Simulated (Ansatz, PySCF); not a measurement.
Ligands exchanged one at a time, Ge F-Cl. Isolated molecules, 0 K electronic values unless said otherwise. Strings in code marks are SMILES.

Quantity: redistribution energy (mixed species minus the weighted end members), in kcal/mol.

Level 1: B3LYP/LANL2DZ // B3LYP-D3(BJ)/def2-TZVP (PySCF)
Level 2: PBE/6-31G* // B3LYP-D3(BJ)/def2-TZVP (PySCF)
Level 3: HF/6-31G* // B3LYP-D3(BJ)/def2-TZVP (PySCF)
Level 4: HF/cc-pVTZ // B3LYP-D3(BJ)/def2-TZVP (Ansatz, a first-principles code)

```
species                                               level 1  level 2  level 3  level 4
----------------------------------------------------  -------  -------  -------  -------
1 of 4 F replaced by Cl: `[F][Ge]([F])([F])[Cl]`         1.52    -1.50    -0.66    -0.35
2 of 4 F replaced by Cl: `[Cl][Ge]([F])([F])[Cl]`        2.02    -2.11    -0.91    -0.37
3 of 4 F replaced by Cl: `[Ge]([Cl])([F])([Cl])[Cl]`     1.49    -1.67    -0.71    -0.19
```
